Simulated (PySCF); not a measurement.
CH4BeSe (SMILES [CH3][Be][SeH]), singlet, geometry from GFN2-xTB (such geometries of metal compounds can be far from the true shape). Base run: PBE/def2-SVP (PySCF).

Here is a job for PySCF.
```python
from pyscf import gto, scf, dft, solvent

mol = gto.M(
    atom='''
Be    0.771632   -0.801705   -0.184456
C     2.022081   -1.881077   -0.653946
H     1.706228   -2.922347   -0.705895
H     2.884303   -1.891150    0.011349
H     2.440092   -1.675332   -1.639539
Se   -0.612122    0.611098    0.168977
H    -1.437503    0.204782    1.250362
''',
    basis='def2-svp',
    charge=0,
    spin=0,
    verbose=4,
)

mf = dft.RKS(mol)
mf.xc = 'pbe'
mf.kernel()
mf.analyze()
```

Variants of this job, named by their change:

```json
[
 {"change": "base", "ΔE vs base (kJ/mol)": "0.00", "dipole (D)": "0.94", "HOMO-LUMO gap (eV)": "4.34"},
 {"change": "model = IEF-PCM; solvent = acetonitrile", "ΔE vs base (kJ/mol)": "-14.08", "dipole (D)": "1.33", "HOMO-LUMO gap (eV)": "4.66"},
 {"change": "model = IEF-PCM; solvent = water", "ΔE vs base (kJ/mol)": "-14.48", "dipole (D)": "1.35", "HOMO-LUMO gap (eV)": "4.67"},
 {"change": "model = IEF-PCM; solvent = chloroform; lebedev_order = 41", "ΔE vs base (kJ/mol)": "-10.03", "dipole (D)": "1.21", "HOMO-LUMO gap (eV)": "4.56"},
 {"change": "model = IEF-PCM; solvent = chloroform; vdw_scale = 1.0", "ΔE vs base (kJ/mol)": "-25.42", "dipole (D)": "1.37", "HOMO-LUMO gap (eV)": "4.74"},
 {"change": "model = IEF-PCM; solvent = chloroform; vdw_scale = 1.4", "ΔE vs base (kJ/mol)": "-4.45", "dipole (D)": "1.11", "HOMO-LUMO gap (eV)": "4.46"},
 {"change": "model = SS(V)PE; solvent = chloroform", "ΔE vs base (kJ/mol)": "-9.88", "dipole (D)": "1.21", "HOMO-LUMO gap (eV)": "4.56"},
 {"change": "model = IEF-PCM; solvent = chloroform; r_probe = 0.5", "ΔE vs base (kJ/mol)": "-3.02", "dipole (D)": "1.08", "HOMO-LUMO gap (eV)": "4.43"},
 {"change": "model = C-PCM; solvent = chloroform", "ΔE vs base (kJ/mol)": "-11.30", "dipole (D)": "1.24", "HOMO-LUMO gap (eV)": "4.59"},
 {"change": "model = IEF-PCM; solvent = methanol", "ΔE vs base (kJ/mol)": "-14.02", "dipole (D)": "1.33", "HOMO-LUMO gap (eV)": "4.66"},
 {"change": "model = IEF-PCM; solvent = chloroform", "ΔE vs base (kJ/mol)": "-9.98", "dipole (D)": "1.21", "HOMO-LUMO gap (eV)": "4.56"},
 {"change": "model = ddCOSMO; solvent = chloroform", "ΔE vs base (kJ/mol)": "-19.24", "dipole (D)": "1.28", "HOMO-LUMO gap (eV)": "4.66"}
]
```

The base is the gas phase, so ΔE is the electrostatic part of solvation at a fixed geometry, without cavity and dispersion terms.
